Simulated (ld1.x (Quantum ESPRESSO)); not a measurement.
**What one change does to a pseudopotential (Pt, RRKJ)**

platinum, norm-conserving RRKJ (Kleinman–Bylander form), made with ld1.x (Quantum ESPRESSO) 7.5 (PBEsol, scalar-relativistic). Core [Kr] 4d10 4f14, reference 5s2 5p6 5d8 6s0 6p0 (charge +2). Waves: 5p (bound): rc 1.70 bohr; 5d (bound): rc 2.30 bohr; 5s (bound): rc 1.05 bohr. Local part: the s channel. Core correction: none. rho0 = 0.02.

Change: all radii scaled by about 1.19 (s 1.24, p 2.02, d 2.74 bohr).

Cutoffs: the cutoffs (Ry, on a coarse ladder) from which the occupation-weighted sum of valence levels, in a spherical-Bessel basis at the reference potential, stays within 10 and 1 mRy of its value at 400 Ry; they do not see the model core or the augmentation charge, which bear on the density cutoff. Errors are all-electron minus pseudo energies relative to the spin-unpolarised reference configuration.

Task: What does the change do?

Result: The potential gets softer (140 Ry and 230 Ry → 100 Ry and 180 Ry); of the 7 tests that both files solve, the error grows in 7 and shrinks in 0 by more than 15 % and 0.3 meV (median size 47.6 → 63.0 meV); neither file shows a bound ghost. A larger radius leaves more room for a smooth pseudo-wave, so fewer plane waves are needed. More of the atom is replaced by a form fitted at one configuration, so other configurations suffer.

| quantity | base | changed |
| --- | --- | --- |
| cutoff, loose | 140 Ry | 100 Ry |
| cutoff, tight | 230 Ry | 180 Ry |
| loose cutoff by channel (10 mRy a level) | p 25 Ry, d 30 Ry, s 120 Ry | p 25 Ry, d 21 Ry, s 90 Ry |
| bound ghosts | none | none |
| error for 5s2 5p6 5d9 6s1 6p0, meV [ΔE -29.22 eV] | +133 | +475 |
| error for 5s2 5p6 5d9 6s0 6p0, meV [ΔE -20.00 eV] | +4.6 | +24 |
| error for 5s2 5p6 5d7 6s0 6p0, meV [ΔE 32.25 eV] | +7.1 | +63 |
| error for 5s2 5p6 5d9 6s0.5 6p0, meV [ΔE -25.51 eV] | +76 | +276 |
| error for 5s2 5p6 5d9 6s0 6p1, meV [ΔE -24.09 eV] | +48 | +62 |
| error for 5s2 5p6 5d10 6s0 6p0, meV [ΔE -29.23 eV] | +0.1 | +29 |
| error for 5s2 5p6 5d8 6s2 6p0, meV [ΔE -28.23 eV] | +321 | +1132 |
